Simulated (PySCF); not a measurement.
EPR parameters of C6H11Si

Compound: C6H11Si (doublet state).
Z-matrix (Å and degrees, GFN2-xTB geometry), rows numbered from 1:
```
Si
C   1  1.9354
C   2  1.4570  1  110.43
C   3  1.5030  2  132.25  1    80.34
C   4  1.5315  3   87.82  2  -166.70
C   5  1.4905  4  109.21  3    60.26
C   3  1.4675  2  132.99  1   -79.27
H   1  1.4635  2  107.93  3   -58.24
H   1  1.4621  2  107.97  3    61.58
H   1  1.4638  2  110.11  3  -178.05
H   2  1.0912  1  108.36  3  -121.27
H   2  1.0910  1  108.52  3   121.33
H   4  1.0946  3  117.44  2   -48.87
H   4  1.0934  3  113.35  2    78.65
H   5  1.0772  4  124.67  3  -138.64
H   6  1.0809  5  119.60  7   108.83
H   6  1.0806  5  116.86  7  -106.03
H   7  1.0796  3  126.50  2   -49.14
```

The hyperfine couplings belong to this conformer and change with its torsions.

As a line formula: `[SiH3]C[C]1C[C@@H]2C[C@H]12` [radical].

The calculation used UKS B3LYP, pcH-1 on C H Si, non-relativistic, mean-field spin-orbit, GIAO (PySCF 2.14.0). Geometry: GFN2-xTB, one conformer, isolated molecule. A GFN2-xTB geometry isn't a minimum of the functional, and hyperfine couplings can be far from their values at a DFT geometry. No stability test was run, so a lower SCF solution isn't excluded.

* g1, g2, g3: 2.00216, 2.00288, 2.00327
* g_iso: 2.00277
* Form of g: rhombic: the two nearest values differ by 35 % of g3 − g1
* ⟨S²⟩: 0.7547 (exact 0.7500)
* α and β electrons: 31, 30
* HOMO–LUMO gap, α and β orbitals: 4.94, 6.37 eV
* Total energy: -524.65859 Eh
* Basis functions: 295

Isotropic coupling and dipolar principal values T1 to T3, in mT (MHz turned into mT with g_iso):

```json
{"atom": "Si1", "isotope": "29Si", "a_iso": "-4.81", "of which spin–orbit": "0.01", "T1": "-0.80", "T2": "0.37", "T3": "0.43", "Mulliken spin population": "0.09"}
{"atom": "C2", "isotope": "13C", "a_iso": "-0.94", "of which spin–orbit": "0.00", "T1": "-0.10", "T2": "-0.02", "T3": "0.12", "Mulliken spin population": "-0.06"}
{"atom": "C3", "isotope": "13C", "a_iso": "4.17", "of which spin–orbit": "0.00", "T1": "-2.68", "T2": "-2.60", "T3": "5.29", "Mulliken spin population": "0.89"}
{"atom": "C4", "isotope": "13C", "a_iso": "-1.06", "of which spin–orbit": "0.00", "T1": "-0.08", "T2": "0.00", "T3": "0.08", "Mulliken spin population": "-0.08"}
{"atom": "C5", "isotope": "13C", "a_iso": "0.26", "of which spin–orbit": "0.00", "T1": "-0.18", "T2": "-0.10", "T3": "0.28", "Mulliken spin population": "0.04"}
{"atom": "C6", "isotope": "13C", "a_iso": "2.16", "of which spin–orbit": "0.00", "T1": "-0.32", "T2": "-0.28", "T3": "0.60", "Mulliken spin population": "0.08"}
{"atom": "C7", "isotope": "13C", "a_iso": "-1.25", "of which spin–orbit": "0.00", "T1": "-0.11", "T2": "-0.03", "T3": "0.14", "Mulliken spin population": "-0.08"}
{"atom": "H8", "isotope": "1H", "a_iso": "-0.15", "of which spin–orbit": "0.00", "T1": "-0.09", "T2": "-0.05", "T3": "0.14", "Mulliken spin population": "0.00"}
{"atom": "H9", "isotope": "1H", "a_iso": "-0.15", "of which spin–orbit": "0.00", "T1": "-0.09", "T2": "-0.04", "T3": "0.14", "Mulliken spin population": "0.00"}
{"atom": "H10", "isotope": "1H", "a_iso": "0.89", "of which spin–orbit": "0.00", "T1": "-0.08", "T2": "-0.03", "T3": "0.11", "Mulliken spin population": "0.02"}
{"atom": "H11", "isotope": "1H", "a_iso": "1.33", "of which spin–orbit": "0.00", "T1": "-0.15", "T2": "-0.15", "T3": "0.30", "Mulliken spin population": "0.01"}
{"atom": "H12", "isotope": "1H", "a_iso": "1.53", "of which spin–orbit": "0.00", "T1": "-0.15", "T2": "-0.15", "T3": "0.30", "Mulliken spin population": "0.02"}
{"atom": "H13", "isotope": "1H", "a_iso": "1.92", "of which spin–orbit": "0.00", "T1": "-0.14", "T2": "-0.10", "T3": "0.23", "Mulliken spin population": "0.02"}
{"atom": "H14", "isotope": "1H", "a_iso": "3.30", "of which spin–orbit": "0.00", "T1": "-0.16", "T2": "-0.14", "T3": "0.30", "Mulliken spin population": "0.04"}
{"atom": "H15", "isotope": "1H", "a_iso": "-0.09", "of which spin–orbit": "0.00", "T1": "-0.11", "T2": "-0.07", "T3": "0.18", "Mulliken spin population": "0.00"}
{"atom": "H16", "isotope": "1H", "a_iso": "-0.19", "of which spin–orbit": "0.00", "T1": "-0.19", "T2": "-0.04", "T3": "0.23", "Mulliken spin population": "0.00"}
{"atom": "H17", "isotope": "1H", "a_iso": "0.29", "of which spin–orbit": "0.00", "T1": "-0.17", "T2": "-0.07", "T3": "0.23", "Mulliken spin population": "0.01"}
{"atom": "H18", "isotope": "1H", "a_iso": "1.03", "of which spin–orbit": "0.00", "T1": "-0.13", "T2": "-0.10", "T3": "0.23", "Mulliken spin population": "0.01"}
```

The Mulliken spin populations are largest on C3 (+0.89), Si1 (+0.09), C7 (-0.08) and C6 (+0.08). No atom but C3 exceeds +0.15. The angles at C3 add up to 358.1°, so it is nearly planar.

Axes: g2 points within 14° of the C2–C3 bond.

Under fast tumbling the dipolar parts average out, and these isotropic splittings remain (the largest six): 1 × 1H (H14, I = 1/2, 2 lines) with 3.30 mT, 1 × 1H (H13, I = 1/2, 2 lines) with 1.92 mT, 1 × 1H (H12, I = 1/2, 2 lines) with 1.53 mT, 1 × 1H (H11, I = 1/2, 2 lines) with 1.33 mT, 1 × 1H (H18, I = 1/2, 2 lines) with 1.03 mT and 1 × 1H (H17, I = 1/2, 2 lines) with 0.29 mT.

Class means assume fast exchange of nuclei equivalent by connectivity; if that motion is slow, each nucleus keeps its own coupling. The three 1H nuclei of mean +5.5 MHz run from -4.2 to 25.0 MHz in the frozen geometry.

The 13C coupling of C3 (116.9 MHz) shows only in satellite lines or after enrichment, since that isotope makes up about 1.07 % of natural carbon.

The 29Si coupling of Si1 (-134.9 MHz) shows only in satellite lines or after enrichment, since that isotope makes up about 4.7 % of natural silicon.

Examples of negative spin density at the nucleus (bohr⁻³): C7 (-0.0312), C4 (-0.0265) and C2 (-0.0233).
